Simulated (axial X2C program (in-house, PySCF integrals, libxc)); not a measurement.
## Br₂⁻ along the bond: HF, two-component

Computed with an in-house all-electron X2C program for linear molecules (integrals from PySCF). Two-component (2c) means X2C with spin–orbit coupling and atomic mean-field two-electron Coulomb and Gaunt terms. Basis: Br dyall-acv3z [9s10p7d5f1g] (cores contracted in-house); Gaussian nuclei, density fitting, unrestricted open shells. Masses: Br 78.918 u.

State: Ω = 1/2 (⟨Sz⟩ = 0.49, ⟨Lz⟩ = 0.01 at HF).

Results along the bond:

| R (Å) | HOMO (eV) | LUMO (eV) |
| --- | --- | --- |
| 2.519 | -3.29 | 4.58 |
| 2.635 | -3.88 | 4.45 |
| 2.722 | -4.26 | 4.33 |
| 2.809 | -4.60 | 4.18 |
| 2.896 | -4.55 | 4.02 |
| 2.997 | -4.33 | 3.80 |
| 3.099 | -4.11 | 3.58 |
| 3.229 | -3.86 | 3.30 |
| 3.388 | -3.59 | 2.98 |
| 3.620 | -3.27 | 2.56 |

The state is a single determinant with fixed occupations, the lowest that a limited PBE0 search found. The LUMO of an anion is an unbound level whose energy the basis sets.
